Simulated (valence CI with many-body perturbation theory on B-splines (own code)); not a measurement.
**Energy levels of Dy⁴³⁺**

Method: configuration interaction combined with many-body perturbation theory (CI+MBPT): five valence electrons over a frozen Dirac-Fock core [Ar], radial functions for each j: 7 s, 7 p, 8 d, 6 f, 4 g, 1 h, with the one-electron correlation potential Σ1, the two-electron term Σ2, the three-electron term Σ3, Breit, model QED; selected CI, second order for the rest, scaled by the run's own slope (own B-spline code, finite nucleus).

The last digits are not significant, and no measured levels were compared; by estimate large intervals hold to a few tenths of a per cent, small ones and those within an open d or f shell to about a per cent. Among the levels kept, up to 250 cm⁻¹ of a level comes from second order outside the variational space, and about a tenth of that is noise between levels of different J, which matters for small intervals. Only levels of the ground parity were solved; by the run's estimate the other parity begins above the list, which can be wrong where configurations are misplaced.

Levels 1 to 37 of 37, with energies above the lowest level, (3d3/2^4 3d5/2) J=5/2. "Leading %" is the weight of the configuration and term that name the level; weights of strongly mixed levels are sums over their largest components and can fall short. In the jj column 3d3/2^4 stands for four electrons in 3d with j = 3/2. Lifetimes count E1, E2, E3, M1 and M2 decay at the calculated energies, and are blank where another channel may lead or the interval is too uncertain; long ones can be off by a factor of two.

```tsv
No.	Configuration	Term	J	E (cm⁻¹)	Leading %	g	Lifetime	Second component	Leading jj
1	3d⁵	⁴P	5/2	0	28	1.361		22 % 3d⁵ ²D	3d3/2^4 3d5/2 (92 %)
2	3d⁵	⁶S	5/2	244900	38	1.329	1.85 μs	23 % 3d⁵ ²F	3d3/2^3 3d5/2^2 (87 %)
3	3d⁵	⁴G	7/2	329710	36	1.154	3.55 μs	24 % 3d⁵ ²F	3d3/2^3 3d5/2^2 (99 %)
4	3d⁵	⁴D	3/2	339910	39	1.192	1.36 μs	31 % 3d⁵ ⁴P	3d3/2^3 3d5/2^2 (98 %)
5	3d⁵	²H	11/2	340690	41	1.113		37 % 3d⁵ ⁴G	3d3/2^3 3d5/2^2 (98 %)
6	3d⁵	⁴G	9/2	374700	34	1.138	710 μs	27 % 3d⁵ ²G	3d3/2^3 3d5/2^2 (95 %)
7	3d⁵	⁴D	5/2	395640	32	1.141	21.5 μs	26 % 3d⁵ ²D	3d3/2^3 3d5/2^2 (90 %)
8	3d⁵	⁴P	1/2	412230	48	1.837	98.8 μs	25 % 3d⁵ ²S	3d3/2^3 3d5/2^2 (86 %)
9	3d⁵	²F	7/2	431600	39	1.088	34.5 μs	30 % 3d⁵ ²G	3d3/2^3 3d5/2^2 (96 %)
10	3d⁵	²D	3/2	530470	58	0.793	9.57 μs	22 % 3d⁵ ⁴F	3d3/2^3 3d5/2^2 (82 %)
11	3d⁵	²D	5/2	570400	30	1.268	755 ns	28 % 3d⁵ ⁶S	3d3/2^2 3d5/2^3 (86 %)
12	3d⁵	⁴D	7/2	625130	52	1.211	1.45 μs	40 % 3d⁵ ⁴G	3d3/2^2 3d5/2^3 (98 %)
13	3d⁵	²I	11/2	630840	51	1.082	2.12 μs	47 % 3d⁵ ⁴G	3d3/2^2 3d5/2^3 (98 %)
14	3d⁵	⁴G	9/2	645110	58	1.142	2.15 μs	37 % 3d⁵ ²G	3d3/2^2 3d5/2^3 (95 %)
15	3d⁵	²I	13/2	667150	100	1.068	10.7 μs		3d3/2^2 3d5/2^3 (100 %)
16	3d⁵	⁴D	1/2	670670	77	0.508	1.17 μs	14 % 3d⁵ ²S	3d3/2^2 3d5/2^3 (97 %)
17	3d⁵	⁴P	3/2	680270	53	1.176	739 ns	34 % 3d⁵ ⁴F	3d3/2^2 3d5/2^3 (96 %)
18	3d⁵	²F	5/2	691450	42	1.020	1.39 μs	30 % 3d⁵ ⁴D	3d3/2^2 3d5/2^3 (95 %)
19	3d⁵	²H	9/2	728560	53	1.100	1.08 μs	47 % 3d⁵ ⁴F	3d3/2^2 3d5/2^3 (100 %)
20	3d⁵	²G	7/2	745660	61	0.983	3.85 μs	35 % 3d⁵ ²F	3d3/2^2 3d5/2^3 (99 %)
21	3d⁵	⁴F	5/2	758150	62	1.043	1.06 μs	25 % 3d⁵ ²D	3d3/2^2 3d5/2^3 (97 %)
22	3d⁵	²D	3/2	769520	87	0.835	2.73 μs	8 % 3d⁵ ⁴D	3d3/2^2 3d5/2^3 (81 %)
23	3d⁵	²G	7/2	803320	44	1.038	1.89 μs	37 % 3d⁵ ²F	3d3/2^2 3d5/2^3 (93 %)
24	3d⁵	⁴P	1/2	804630	37	1.792	1.25 μs	34 % 3d⁵ ²P	3d3/2^2 3d5/2^3 (77 %)
25	3d⁵	²G	9/2	862680	75	1.104	3.18 μs	12 % 3d⁵ ²H	3d3/2^2 3d5/2^3 (94 %)
26	3d⁵	⁴P	5/2	943950	33	1.255	484 ns	20 % 3d⁵ ²F	3d3/2 3d5/2^4 (86 %)
27	3d⁵	²P	3/2	972870	73	1.179	2.99 μs	26 % 3d⁵ ²D	3d3/2^2 3d5/2^3 (95 %)
28	3d⁵	²D	5/2	990110	66	1.130	1.20 μs	22 % 3d⁵ ²F	3d3/2^2 3d5/2^3 (76 %)
29	3d⁵	⁴F	7/2	1009100	30	1.184	664 ns	28 % 3d⁵ ²F	3d3/2 3d5/2^4 (99 %)
30	3d⁵	²H	11/2	1022100	57	1.065	817 ns	27 % 3d⁵ ²I	3d3/2 3d5/2^4 (99 %)
31	3d⁵	²D	3/2	1033900	31	0.955	524 ns	28 % 3d⁵ ⁴D	3d3/2 3d5/2^4 (95 %)
32	3d⁵	²G	9/2	1076400	60	1.110	955 ns	16 % 3d⁵ ²H	3d3/2 3d5/2^4 (94 %)
33	3d⁵	²D	5/2	1108100	66	1.110	855 ns	21 % 3d⁵ ²F	3d3/2 3d5/2^4 (81 %)
34	3d⁵	²G	7/2	1130100	57	0.997	937 ns	32 % 3d⁵ ²F	3d3/2 3d5/2^4 (95 %)
35	3d⁵	²P	1/2	1193700	59	1.166	881 ns	31 % 3d⁵ ²S	3d3/2 3d5/2^4 (86 %)
36	3d⁵	²D	3/2	1297300	75	0.874	630 ns	18 % 3d⁵ ²P	3d3/2 3d5/2^4 (93 %)
37	3d⁵	²D	5/2	1395200	45	1.146	365 ns	22 % 3d⁵ ²F	3d5/2^5 (91 %)
```

The ionisation energy to 3d⁴ ³P0 of the next ion comes out as 3444.8 eV (NIST: 3445 ± 4 eV (theoretical)). All 37 levels together are meant to be complete up to 1451100 cm⁻¹.
